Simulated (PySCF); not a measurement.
C3HF4, SMILES C(/[C]=C/F)(F)(F)F, multiplicity 2.

Geometry optimised at B3LYP-D3(BJ)/def2-SVP. The isomer is the one that the SMILES or the coordinates give; other isomers of the formula were not compared.

Level of theory: PBE0/def2-TZVP run with PySCF.

Gas-phase values at a fixed geometry.

The total energy comes out as -513.89336 hartree. The point group is Cs, the α spin, highest occupied and lowest empty level is -8.90 and -0.86 eV and the β spin, highest occupied and lowest empty level is -8.63 and -3.67 eV. The dipole moment is 0.291 e·Å and the quadrupole, principal values (traceless, Buckingham form, about the centre of nuclear charge) is -4.43, -0.21, 4.64 D·Å. The mean static polarisability is 37.7 bohr³ (5.59 Å³) and the polarisability, principal values is 29.4, 33.0, 50.8 bohr³. The ⟨S²⟩ comes out as 0.765 (pure state 0.75).
